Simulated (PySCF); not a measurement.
Al(H) cation (AlH), SMILES [AlH] (connectivity only; charge and spin as stated), charge +1, multiplicity 2.

Geometry optimised at B3LYP-D3(BJ)/def2-TZVPD. The multiplicity is an assumed one; other spin states were not compared.

The numbers are results of IEF-PCM-PBE0/def2-TZVPD (PySCF), not measurements.

The values are the electrostatic part of the solvation free energy, E(continuum) − E(gas) at the gas-phase geometry, in a cavity of scaled van der Waals radii (PySCF's table); cavitation and dispersion terms are not included. A continuum can't describe solvent molecules that bind to the metal.

Computed values in water (ε = 78.36), chloroform (ε = 4.71), ethylethanoate (ε = 5.99):
```tsv
solvent	ε	ΔG(elec) (kcal/mol)
water	78.36	-76.5
chloroform	4.71	-60.8
ethylethanoate	5.99	-64.3
```
